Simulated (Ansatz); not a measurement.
Process, species as SMILES: [SiH3][SiH] (SiH-SiH3) (closed-shell singlet) → 4 H atom + 2 Si atom
B3LYP-D3(BJ)/def2-TZVP geometries, fixed; electronic energies without zero-point terms.
Largest species:
```xyz
6

Si     0.0071     1.0500     0.8096
H     -0.4184     1.8608    -0.4081
Si     0.0198    -0.9006    -0.5838
H      0.9769    -0.6998    -1.7070
H     -1.3363    -1.1013    -1.1659
H      0.4013    -2.1512     0.1194
```
Charge 0, spin multiplicity 1.

Basis-set convergence of the atomisation energy at HF with Ansatz (a quantum-chemistry and plane-wave program). Cartesian d functions, on some or all atoms, in 6-31G*, 6-31+G*, 6-311G**, 6-311+G**; all else is spherical. A restricted Hartree-Fock determinant is unstable towards unrestricted orbitals. Open shells are unrestricted. No added dispersion term, no relativity. Functions are those of the species that has most. Reference: the value in aug-pcseg-3, 272.92 kcal/mol, itself unsure by roughly 0.05 kcal/mol (its mean distance from aug-cc-pV(Q+d)Z, cc-pV(5+d)Z, def2-QZVPPD). Deviations are taken from unrounded values.

```csv
basis,functions,atomisation energy (kcal/mol)
6-31G*,46,265.58
6-31+G*,54,266.45
def2-SVP,56,268.37
def2-SVPD,80,270.11
pcseg-1,56,270.83
aug-pcseg-1,90,271.24
cc-pV(D+d)Z,66,267.74
aug-cc-pV(D+d)Z,100,267.81
6-311G**,78,267.34
6-311+G**,86,267.64
def2-TZVP,98,271.77
def2-TZVPD,122,272.01
pcseg-2,124,272.13
aug-pcseg-2,192,272.84
cc-pV(T+d)Z,134,271.86
aug-cc-pV(T+d)Z,202,272.01
def2-TZVPP,140,272.14
def2-TZVPPD,164,272.36
cc-pV(Q+d)Z,248,272.84
aug-cc-pV(Q+d)Z,362,272.92
def2-QZVPP,260,272.78
def2-QZVPPD,284,272.81
pcseg-3,260,272.93
aug-pcseg-3,374,272.92
```

What the diffuse functions change, pair by pair:
- 6-31G* to 6-31+G*: 8 more functions, deviation -7.34 to -6.47 kcal/mol
- def2-SVP to def2-SVPD: 24 more functions, deviation -4.55 to -2.81 kcal/mol
- pcseg-1 to aug-pcseg-1: 34 more functions, deviation -2.09 to -1.67 kcal/mol
- cc-pV(D+d)Z to aug-cc-pV(D+d)Z: 34 more functions, deviation -5.18 to -5.10 kcal/mol
- 6-311G** to 6-311+G**: 8 more functions, deviation -5.58 to -5.28 kcal/mol
- def2-TZVP to def2-TZVPD: 24 more functions, deviation -1.15 to -0.91 kcal/mol
- pcseg-2 to aug-pcseg-2: 68 more functions, deviation -0.78 to -0.08 kcal/mol
- cc-pV(T+d)Z to aug-cc-pV(T+d)Z: 68 more functions, deviation -1.06 to -0.91 kcal/mol
- def2-TZVPP to def2-TZVPPD: 24 more functions, deviation -0.78 to -0.56 kcal/mol
- cc-pV(Q+d)Z to aug-cc-pV(Q+d)Z: 114 more functions, deviation -0.08 to 0.00 kcal/mol
- def2-QZVPP to def2-QZVPPD: 24 more functions, deviation -0.14 to -0.11 kcal/mol
- pcseg-3 to aug-pcseg-3: 114 more functions, deviation 0.01 to 0.00 kcal/mol

Leaving out the reference's own pair, they bring the value nearer the reference by more than 0.05 kcal/mol in 10 of 11 pairs.
